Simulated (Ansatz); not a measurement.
Species: sum formula ZnHS, charge 1, multiplicity 1. 
Structure (B3LYP-D3(BJ)/def2-TZVP (Ansatz, a quantum-chemistry and plane-wave program) minimum search):
```xyz
3

Zn    -0.3566    -0.6416    -0.2847
S      0.5771     1.1739     0.4591
H      1.4649     0.4663     1.1952
```
Charge +1, spin multiplicity 1.

Computed values are from Ansatz. Correlated levels leave the core frozen unless marked. UHF or UKS for open shells. Spin-orbit coupling is left out. Frozen are the shells of the preceding noble gas and the d and f shells that filled before the atom's block. Non-relativistic. CBS marks a two-point X^-3 extrapolation of the correlation energy; Hartree-Fock from the larger set. The bracket is a focal-point correction in the basis named.

Q: What is the vertical triplet-singlet gap at RI-MP2/CBS(def2-TZVPPD,def2-QZVPPD)+[CCSD(T)-MP2]/def2-TZVPPD?

A: 1.57 eV.

Q: What is the total energy at CCSD(T)/CBS(def2-TZVPPD,def2-QZVPPD)?

A: -2176.4394 Eh.

Q: What is the T1 diagnostic at CCSD/def2-QZVPPD?

A: 0.021.

Q: What is the vertical electron affinity (to the doublet; negative means unbound) at RI-MP2/CBS(def2-TZVPPD,def2-QZVPPD)+[CCSD(T)-MP2]/def2-TZVPPD?

A: 8.06 eV.

Q: What is the vertical ionisation energy (to the doublet) at RI-MP2/CBS(def2-TZVPPD,def2-QZVPPD)+[CCSD(T)-MP2]/def2-TZVPPD?

A: 15.65 eV.
